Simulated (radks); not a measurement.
Results of a calculation; reference values are marked as such.
Task: Se II, 33 electrons, occupied as [Ar] 3d10 4s2 4p3 (the NIST ground configuration). Level of theory: non-relativistic Kohn-Sham, LB94 model potential, spin-polarised, spherical densities, point nucleus; open shells are filled with parallel spins first (a radial shooting solver on a logarithmic mesh with Libxc functionals). Some entries of the table are withheld. Estimate them.

orbital,occ.,eigenvalue (eV),<1/r> (bohr^-1)
1s down,1,-12403.20,33.54
1s up,1,-12403.17,33.54
2s up,1,-1599.294,7.413
2s down,1,-1599.191,7.412
2p up,3,-1441.347,7.409
2p down,3,-1441.169,7.408
3s up,1,-226.6312,2.413
3s down,1,-226.4659,2.409
3p up,3,-172.1307,2.307
3p down,3,-172.0294,2.303
3d down,5,(1),2.049
3d up,5,(2),2.056
4s down,1,-32.2786,0.7806
4s up,1,-32.1254,0.7605
4p up,3,-21.0785,(3)
4p down,0,-20.7997,(4)

Result: 
(1) 3d down eigenvalue (eV): -75.5004
(2) 3d up eigenvalue (eV): -75.4239
(3) 4p up <1/r> (bohr^-1): 0.6260
(4) 4p down <1/r> (bohr^-1): 0.6462
